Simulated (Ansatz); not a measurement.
Ideal-gas functions of `[O]=[W]([OH])([F])([F])[Cl]` at 600 K and 1 bar, from an Ansatz frequency run at PBE0-D4/def2-TZVP.

Molar mass 290.29 g/mol, point group C1 (symmetry number 1), electronic degeneracy 1, moments of inertia 183.307, 298.825, 353.057 u Å². Harmonic wavenumbers (cm⁻¹, unscaled): 67, 77, 186, 220, 258, 280, 312, 315, 380, 491, 664, 704, 759, 1088, 3916.

Use S(trans) = R[1.5 ln M + 2.5 ln T − 1.1517]; rotational temperatures θ = 24.2544 K / I; S(rot) = R[ln(√π/σ · √(T³/θAθBθC)) + 1.5]; for each mode x = 1.438777 ν̃/T, S = R[x/(eˣ − 1) − ln(1 − e⁻ˣ)] and H = RT x/(eˣ − 1); 1 cm⁻¹ = 0.0119627 kJ/mol; R = 8.31446 J/(mol·K).

**Question.** By hand: the entropy, in J/(mol·K).

**Answer.** Translation 194.1. Rotation: θ = 0.1323, 0.0812, 0.0687 K, giving 127.0. Vibration, mode by mode: 23.53, 22.37, 15.10, 13.73, 12.44, 11.78, 10.92, 10.84, 9.37, 7.42, 5.27, 4.88, 4.40, 2.36, 0.01, in all 154.4. Electronic 0.0. Sum 475.5 J/(mol·K).

**Question.** By hand: H − E and G − E in kJ/mol, counted from the electronic energy.

**Answer.** Zero-point energy ½ × 9717 × 0.0119627 = 58.1; thermal vibration 43.1; translation, rotation and pV give 4 RT = 20.0. H − E = 121.2 kJ/mol, and G − E = 121.2 − 600 × 475.5/1000 = -164.1 kJ/mol.

Vibration gives 32 % of the entropy, 45.9 J/(mol·K) of it from the modes under 150 cm⁻¹: soft modes count most, and the harmonic formula is weakest for them. The sum counts one conformer and one mirror image; others add a mixing term.
